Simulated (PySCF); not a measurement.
Geometries of 2 isomers of C6H7ClO, from PySCF, PBE0-D3(BJ)/def2-SVP geometry optimisation, gas phase. One conformer each, no zero-point energy, no frequencies.

Question: Which is lower in electronic energy at this level?
A.
```xyz
15
angstrom
C      2.628   -0.537   -0.048
C      1.381   -0.681   -0.511
C      0.160   -0.038   -0.021
C     -1.050   -0.408   -0.500
C     -2.397    0.095   -0.127
C      0.211    1.014    1.032
O     -0.413    1.051    2.039
Cl     1.287    2.383    0.601
H      2.880    0.151    0.762
H      3.448   -1.109   -0.489
H      1.203   -1.391   -1.327
H     -1.031   -1.172   -1.287
H     -3.032   -0.745    0.202
H     -2.898    0.531   -1.008
H     -2.377    0.838    0.679
```
B.
```xyz
15
angstrom
C      0.957    0.337   -1.839
C      0.627    1.049   -0.539
C     -0.865    1.277   -0.404
O     -1.379    2.306   -0.059
C      1.232    0.445    0.729
C      2.001    1.509    0.995
C      1.477    2.308   -0.162
Cl     2.684    2.853   -1.360
H      2.033    0.131   -1.900
H      0.414   -0.620   -1.900
H      0.678    0.954   -2.707
H     -1.488    0.372   -0.635
H      1.054   -0.510    1.230
H      2.724    1.754    1.776
H      0.858    3.179    0.093
```

Answer: A. That is `C=C/C(=C/C)C(=O)Cl`, 16.4 kcal/mol below the other.

| SMILES | atoms numbered as above | E (Eh) | relative (kcal/mol) | relative (kJ/mol) | dipole (D) |
| --- | --- | --- | --- | --- | --- |
| C=C/C(=C/C)C(=O)Cl | [CH2:1]=[CH:2]/[C:3](=[CH:4]/[CH3:5])[C:6](=[O:7])[Cl:8] | -767.37258 | 0.0 | 0.0 | 2.89 |
| C[C@@]1(C=O)C=C[C@H]1Cl | [CH3:1][C@@:2]1([CH:3]=[O:4])[CH:5]=[CH:6][C@H:7]1[Cl:8] | -767.34645 | 16.4 | 68.6 | 2.70 |

As drawn, the higher has a four-membered ring and a quaternary carbon, which the lower lacks.
